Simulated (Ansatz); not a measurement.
`F[SiH2]CC[SiH3]` + `OBF` → `FBOC[SiH3]` + `C[SiH2]F`  (substitution at a C–C bond)

Computed with Ansatz on PBE0-D4/def2-TZVP structures; ΔE is electronic, products minus reactants. CBS: MP2 limit from def2 TZ/QZ plus the TZ coupled-cluster correction, frozen cores. This one scheme is used for every species. DFT in def2-TZVPP. B3LYP here is the variant with VWN-RPA as its local correlation; programs differ in this. Each species was taken in one conformer, which may not be the lowest.

`F[SiH2]CC[SiH3]`:

Z-matrix (Å, degrees):
```
Si
C 1 1.863
F 1 1.605 2 108.8
H 1 1.484 2 112.6 3 118.7
H 1 1.485 2 110.5 3 -118.1
C 2 1.534 1 116.0 3 -52.2
H 2 1.098 1 107.0 3 -176.4
H 2 1.097 1 106.8 3 70.9
Si 6 1.881 2 115.9 1 -67.9
H 6 1.095 2 110.3 1 55.2
H 6 1.096 2 109.8 1 171.3
H 9 1.487 6 109.6 2 -171.5
H 9 1.487 6 111.7 2 68.2
H 9 1.489 6 109.9 2 -51.9
```

`OBF`:

```xyz
5

O     0.485   -0.030   -0.879
B     0.034   -0.152    0.382
F    -1.081    0.472    0.760
H    -0.069    0.530   -1.431
H     0.631   -0.820    1.169
```

`FBOC[SiH3]`:

```xyz
11

F     0.667   -2.273    0.742
B    -0.234   -1.520    1.372
O    -0.294   -0.197    1.166
C     0.581    0.483    0.263
Si   -0.352    0.979   -1.308
H    -0.997   -2.030    2.133
H     0.950    1.373    0.778
H     1.447   -0.136    0.011
H    -0.868   -0.242   -1.978
H    -1.487    1.872   -0.965
H     0.588    1.691   -2.214
```

`C[SiH2]F`:

Z-matrix (Å, degrees):
```
C
Si 1 1.853
H 1 1.094 2 110.1
H 1 1.092 2 111.0 3 -119.6
H 1 1.092 2 111.1 3 119.7
F 2 1.604 1 109.4 3 179.8
H 2 1.485 1 111.5 3 61.3
H 2 1.485 1 111.5 3 -61.7
```

CCSD(T)/CBS gives +47.4 kJ/mol.

Another level gave +43.4 kJ/mol. Which?
A. MP2/def2-TZVPP
B. PBE0-D4/def2-TZVPP
C. B3LYP/def2-TZVPP
D. PBE0/def2-TZVPP

D. PBE0 43.4, PBE0-D4 47.6, B3LYP 32.6, MP2/def2-TZVPP 52.6 kJ/mol.

Largest T1 diagnostic among the species: 0.013.

From PBE to PBE0 (25 % exact exchange), in def2-TZVPP and without D4, ΔE moves by +3.7 kJ/mol. The D4 term adds +7.5 kJ/mol with B3LYP and +4.2 kJ/mol with PBE0; it sums over pairs of atoms, weighted by their polarisabilities, and B3LYP, whose exchange is more repulsive, gets the larger term. In def2-TZVPP, CCSD(T) changes the Hartree–Fock value by +13.4 kJ/mol (the triples alone add +1.0 kJ/mol) and MP2 by +19.8 kJ/mol.
